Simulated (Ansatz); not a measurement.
One change: `C[CH2][GeH2][SiH3]` becomes `[SiH3][GeH2][CH2]S`.

Ansatz, PBE0-D4/def2-TZVP geometries, multiplicity 1. Each molecule was computed in one conformer, which needn't be the lowest.

Scalar relativity is left out up to krypton.

```json
{"property": "HOMO–LUMO gap (PBE0/def2-TZVPP) / eV", "`C[CH2][GeH2][SiH3]`": "8.13"}
{"property": "LUMO energy (PBE0/def2-TZVPP) / eV", "`C[CH2][GeH2][SiH3]`": "0.28"}
{"property": "HOMO energy (PBE0/def2-TZVPP) / eV", "`C[CH2][GeH2][SiH3]`": "-7.84"}
{"property": "HOMO–LUMO gap (ωB97M-V/def2-TZVPP) / eV", "`C[CH2][GeH2][SiH3]`": "11.80"}
{"property": "size of the dipole moment (PBE/def2-TZVPP) / D", "`C[CH2][GeH2][SiH3]`": "0.96"}
{"property": "HOMO–LUMO gap (PBE/def2-TZVPP) / eV", "`C[CH2][GeH2][SiH3]`": "6.23"}
```

Task: What does the change do to each property? (Best estimate.)

Result: The calculation gave: 
```csv
property,`[SiH3][GeH2][CH2]S`,shift
HOMO–LUMO gap (PBE0/def2-TZVPP) / eV,6.69,-1.44
LUMO energy (PBE0/def2-TZVPP) / eV,-0.13,-0.41
HOMO energy (PBE0/def2-TZVPP) / eV,-6.82,1.02
HOMO–LUMO gap (ωB97M-V/def2-TZVPP) / eV,10.60,-1.20
size of the dipole moment (PBE/def2-TZVPP) / D,1.01,0.05
HOMO–LUMO gap (PBE/def2-TZVPP) / eV,4.65,-1.58
```

With PBE0 the HOMO rises by 1.02 eV and the LUMO falls by 0.41 eV, so the gap narrows by about 1.43 eV. PBE moves the HOMO by 1.11 eV and ωB97M-V by 0.88 eV. Dipoles are sizes alone; their direction can turn.
